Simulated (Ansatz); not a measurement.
Reaction (redistribution): `C=C[Si](N)(N)Cl` + `F[Si]([SiH3])(Cl)Cl` → `N[Si](N)([SiH3])Cl` + `C=C[Si](F)(Cl)Cl`

Gas-phase electronic energies from Ansatz, PBE0-D4/def2-TZVP geometries. CCSD(T)/CBS is the MP2 limit (def2-TZVPP, def2-QZVPP) plus CCSD(T) − MP2 in def2-TZVPP, frozen cores. Functionals use def2-TZVPP. One conformer a species, not always the lowest.

```
             level  ΔE (kcal/mol)
           PBE0-D4           -0.1
           ωB97M-V            0.2
            B2PLYP            0.1
               PBE           -0.2
     HF/def2-TZVPP           -0.1
SCS-MP2/def2-TZVPP            0.0
CCSD(T)/def2-TZVPP            0.0
    CCSD/CBS(def2)            0.2
```

(1) What does CCSD(T)/CBS give? (Estimate.)

Largest T1 diagnostic among the species: 0.011.

Results:

(1) Ansatz gave: +0.2 kcal/mol. The listed levels differ from it by -0.3, 0.0, -0.1, -0.4, -0.3, -0.2, -0.2, 0.0 kcal/mol.
